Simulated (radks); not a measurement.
Species: the zinc ion Zn+. Configuration: [Ar] 3d10 4s1. All-electron calculation, non-relativistic Kohn-Sham, exchange-only PBE, spin-polarised, spherical densities, point nucleus; open shells are filled with parallel spins first. Program: a radial shooting solver on a logarithmic mesh with Libxc functionals.

Normalised radial functions P(r) = r R(r), r in bohr:

```
   r/bohr * 3p up, o 3p down (the largest magnitude, 1.26, reaches the edge; | marks zero, & curves that meet)
 0.007421                             &
 0.008434                             &
 0.009662                             |&
  0.01107                             |&
  0.01268                             |&
  0.01453                             |&
  0.01665                             |&
  0.01907                             | &
  0.02185                             | &
  0.02483                             |  &
  0.02845                             |  &
   0.0326                             |   &
  0.03735                             |    &
  0.04279                             |     &
  0.04902                             |      &
  0.05616                             |        &
  0.06434                             |         &
  0.07313                             |          &
  0.08378                             |           *o
  0.09599                             |             &
     0.11                             |             &
    0.126                             |             &
   0.1444                             |             &
   0.1654                             |           &
   0.1895                             |        &
   0.2153                             |     &
   0.2467                             |&
   0.2827                        &    |
   0.3238                  &          |
    0.371            &                |
   0.4251       o*                    |
    0.487    &                        |
   0.5579  &                          |
   0.6341  &                          |
   0.7265    &                        |
   0.8323       &                     |
   0.9536           &                 |
    1.093               &             |
    1.252                   &         |
    1.434                      &      |
    1.643                         &   |
    1.867                          &  |
    2.139                            &|
    2.451                            &|
    2.808                             &
    3.217                             &
    3.686                             &
    4.223                             &
    4.838                             &
    5.499                             &
      6.3                             &
    7.217                             &
    8.269                             &
```

3p up: eigenvalue -90.759 eV, 1 radial node at r = 0.251 bohr, <r> = 0.719 bohr, 90 % of the charge inside 1.11 bohr. 3p down: eigenvalue -90.726 eV, 1 radial node at r = 0.251 bohr, <r> = 0.718 bohr, 90 % of the charge inside 1.11 bohr.
